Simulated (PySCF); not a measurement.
## Ionisation energy of Ar⁷⁺ by level of theory

Ar⁷⁺ [Ne] 3s1 [3s1/2^1, M_J = 1/2] → Ar⁸⁺ [Ne], as a difference of total energies. Computed with PySCF 2.14 in an uncontracted even-tempered set (20 s from 0.34 bohr⁻², ratio 2.4; 13 p from 0.45 bohr⁻², ratio 2.4; 5 d from 1.7 bohr⁻², ratio 2.6; 5 f from 2.5 bohr⁻², ratio 2.6), with the two-component X2C-1e Hamiltonian. Correlated levels: 1s2 frozen; the 52 highest virtual spinors dropped. "Screened" scales the spin-orbit matrix elements by Boettger's factors to mimic the two-electron term; Breit and QED terms are absent.

```json
{"method": "GHF (screened spin-orbit)", "ionisation energy (eV)": "142.94"}
{"method": "GMP2 (screened spin-orbit)", "ionisation energy (eV)": "143.44"}
```

How much does correlation contribute at GMP2 (screened spin-orbit)?

143.44 − (142.94) = 0.50 eV, measured against GHF (screened spin-orbit).

For comparison: 143.46 eV (semi-empirical (NIST evaluation); NIST Atomic Spectra Database, ionization energies).
